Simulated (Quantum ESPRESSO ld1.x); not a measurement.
Species: W+. Configuration: [Xe] 4f14 5d4 6s1. All-electron calculation, Dirac Kohn-Sham, PBE, spin-unpolarised, spherical densities, point nucleus; open shells are shared between the two j in proportion to 2j + 1. Program: ld1.x of Quantum ESPRESSO 7.5.

X-ray form factor f0, the Fourier transform of the density (f0(0) = 73):

sin(theta)/lambda (1/angstrom),f0 (electrons)
0.05,72.040
0.1,69.518
0.15,66.161
0.2,62.544
0.25,58.951
0.3,55.491
0.4,49.135
0.5,43.622
0.6,38.902
0.8,31.313
1,25.602
1.25,20.634
1.5,17.504
2,13.868
